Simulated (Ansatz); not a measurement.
Molecule: CH2BF2, charge 0, multiplicity 2. It need not be the lowest isomer of its formula. 
Geometry from a B3LYP-D3(BJ)/def2-TZVP (Ansatz, a first-principles code) optimisation:
SMILES: [B](F)CF
```xyz
6

B      0.6568     0.5226     0.1411
F      1.1691     1.2505    -0.8210
C     -0.5553    -0.4371    -0.1354
F     -0.9768    -1.1361     0.9918
H     -0.2794    -1.1643    -0.9103
H     -1.4041     0.1437    -0.5197
```
Charge 0, spin multiplicity 2.

Basis-set convergence of Hartree-Fock and CCSD correlation energies (hartree) with Ansatz. Valence correlation only, unless marked. UHF or UKS for open shells. No spin-orbit coupling. Non-relativistic.

```json
[
 {"basis": "cc-pVDZ", "functions": "66", "E(HF)": "-262.58579", "E(corr, CCSD)": "-0.58990"},
 {"basis": "cc-pVTZ", "functions": "148", "E(HF)": "(withheld)", "E(corr, CCSD)": "(withheld)"}
]
```

Q: Complete the blanks.

A: 
- cc-pVTZ, E(HF): -262.67820
- cc-pVTZ, E(corr, CCSD): -0.75474
